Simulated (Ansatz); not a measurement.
C$_{2}$H$_{5}$ClF$_{2}$Si (`C[SiH2]C(F)(F)Cl`), relaxed with RKS PBE0-D4/def2-TZVP in Ansatz 0.2.0 from a PBE-D4/def2-SVP geometry. The force threshold is 0.005 eV/Å; the program also tests the step.

Total charge 0; spin multiplicity 1.

Start:

```xyz
11

C     1.468   -0.062   -0.723
Si    0.023    0.784    0.132
C    -1.297   -0.582    0.523
F    -0.779   -1.551    1.326
F    -1.724   -1.193   -0.616
Cl   -2.741    0.134    1.357
H     1.904   -0.838   -0.063
H     1.127   -0.552   -1.657
H     2.264    0.665   -0.981
H    -0.654    1.796   -0.744
H     0.409    1.398    1.445
```

(1) How much energy does the relaxation release, and in how many steps? (Estimate.)

(2) Which bonds change most? (Estimate.)

(3) Give the relaxed structure. (Best estimate.)

Answers

(1) Computed: 0.05 eV, in 5 steps.

(2) The calculation gave: C3–Cl6 from 1.815 to 1.782 Å; C1–Si2 from 1.880 to 1.860 Å; Si2–H10 from 1.500 to 1.482 Å; Si2–H11 from 1.500 to 1.482 Å.

(3) Computed: 
```xyz
11

C     1.466   -0.058   -0.722
Si    0.030    0.768    0.125
C    -1.295   -0.575    0.524
F    -0.802   -1.543    1.325
F    -1.735   -1.192   -0.593
Cl   -2.704    0.149    1.341
H     1.908   -0.821   -0.077
H     1.144   -0.535   -1.650
H     2.239    0.674   -0.965
H    -0.650    1.764   -0.736
H     0.400    1.370    1.428
```
